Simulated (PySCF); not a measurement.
## SMILES C(=C)/C(=C/OC)C(=C)C, C8H12O

Molfile (atoms numbered from 1):
```
C8H12O
     RDKit          3D

 21 20  0  0  0  0  0  0  0  0999 V2000
   -2.0621    2.1279   -0.0924 C   0  0  0  0  0  0  0  0  0  0  0  0
   -0.7776    1.8831    0.1455 C   0  0  0  0  0  0  0  0  0  0  0  0
   -0.1440    0.5777    0.0946 C   0  0  0  0  0  0  0  0  0  0  0  0
    1.1461    0.4673    0.4490 C   0  0  0  0  0  0  0  0  0  0  0  0
    1.8262   -0.7107    0.4244 O   0  0  0  0  0  0  0  0  0  0  0  0
    3.1768   -0.6393    0.8068 C   0  0  0  0  0  0  0  0  0  0  0  0
   -0.9257   -0.6076   -0.3346 C   0  0  0  0  0  0  0  0  0  0  0  0
   -1.4352   -0.6931   -1.5544 C   0  0  0  0  0  0  0  0  0  0  0  0
   -1.0963   -1.6810    0.6967 C   0  0  0  0  0  0  0  0  0  0  0  0
   -2.4653    3.1239   -0.0302 H   0  0  0  0  0  0  0  0  0  0  0  0
   -2.7485    1.3429   -0.3600 H   0  0  0  0  0  0  0  0  0  0  0  0
   -0.1208    2.7004    0.4196 H   0  0  0  0  0  0  0  0  0  0  0  0
    1.7142    1.3383    0.7618 H   0  0  0  0  0  0  0  0  0  0  0  0
    3.5845   -1.6420    0.6909 H   0  0  0  0  0  0  0  0  0  0  0  0
    3.2778   -0.3251    1.8518 H   0  0  0  0  0  0  0  0  0  0  0  0
    3.7363    0.0542    0.1700 H   0  0  0  0  0  0  0  0  0  0  0  0
   -1.2951    0.0865   -2.2837 H   0  0  0  0  0  0  0  0  0  0  0  0
   -2.0014   -1.5529   -1.8722 H   0  0  0  0  0  0  0  0  0  0  0  0
   -1.6983   -2.4999    0.3111 H   0  0  0  0  0  0  0  0  0  0  0  0
   -0.1219   -2.0638    0.9931 H   0  0  0  0  0  0  0  0  0  0  0  0
   -1.5787   -1.2698    1.5834 H   0  0  0  0  0  0  0  0  0  0  0  0
  1  2  2  0
  2  3  1  0
  3  4  2  0
  4  5  1  0
  5  6  1  0
  3  7  1  0
  7  8  2  0
  7  9  1  0
  1 10  1  0
  1 11  1  0
  2 12  1  0
  4 13  1  0
  6 14  1  0
  6 15  1  0
  6 16  1  0
  8 17  1  0
  8 18  1  0
  9 19  1  0
  9 20  1  0
  9 21  1  0
M  END
```

Method used: GIAO BHandHLYP/pcSseg-1 magnetisability, rotational g tensor and spin-rotation constants, non-relativistic, gas phase in PySCF 2.14.0. Geometry: GFN2-xTB.

Problem. Give the nuclear spin-rotation constants along the inertial axes (H = +C I·J) beside the isotropic shieldings.

Solution. Rotational constants 2.3527, 1.1098, 0.8616 GHz. A star marks the isotopologue with that one atom substituted, in its own axes.
```tsv
atom	isotope	Caa (kHz)	Cbb (kHz)	Ccc (kHz)	mean (kHz)	σ (ppm)
H10	1H	-0.063	0.016	-0.099	-0.049	26.7
H11	1H	-0.150	0.064	-0.097	-0.061	26.3
H12	1H	-0.185	0.099	-0.104	-0.063	25.6
H13	1H	-0.184	0.087	-0.106	-0.068	25.9
H14	1H	-0.113	-0.008	-0.087	-0.069	27.9
H15	1H	-0.226	-0.084	0.009	-0.100	28.2
H16	1H	-0.236	-0.046	-0.017	-0.100	28.3
H17	1H	-0.233	-0.035	0.000	-0.089	26.9
H18	1H	-0.233	0.091	-0.090	-0.077	26.4
H19	1H	-0.239	0.027	-0.094	-0.102	30.2
H20	1H	0.077	-0.107	-0.090	-0.040	29.2
H21	1H	-0.234	-0.102	0.003	-0.111	30.2
C1	13C*	0.725	0.506	0.104	0.445	67.3
C2	13C*	0.775	0.582	0.125	0.494	43.0
C3	13C*	0.843	0.486	0.134	0.488	54.6
C4	13C*	0.786	0.520	0.218	0.508	30.5
O5	17O*	-0.447	-0.118	-0.051	-0.206	251.9
C6	13C*	0.340	0.243	0.205	0.263	127.6
C7	13C*	0.481	0.579	0.269	0.443	35.3
C8	13C*	0.458	0.491	0.233	0.394	62.9
C9	13C*	0.394	0.160	0.124	0.226	162.0
```
For the geometry as given, no vibrational averaging.
